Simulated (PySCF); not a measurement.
Radial density of H (hydrogen, neutral)

M06-L, 2p1, 2P determinant (an excited configuration). All numbers are calculated (PySCF 2.14, the spin-free X2C one-electron Hamiltonian (Gaussian nucleus), in aug-cc-pVQZ-DK (5s4p3d2f, 46 functions)).

```tsv
r (bohr)	4πr²ρ (e/bohr)	4πr²(ρα − ρβ)
0.141	2.130e-05	0.0000
0.237	0.0001666	0.0002
0.399	0.001251	0.0013
0.671	0.008379	0.0084
1.13	0.04305	0.0430
1.90	0.1519	0.1519
3.19	0.3195	0.3195
5.37	0.1030	0.1030
9.03	0.0001075	0.0001
```

Densities and radii are taken from the X2C orbitals without a picture-change correction, which distorts them close to the nucleus.

For one electron the Hartree and exchange-correlation energies should cancel; what remains is the self-interaction error. The outer electron is Rydberg-like, and this basis confines it to a smaller radius and binds it less than a complete one would.
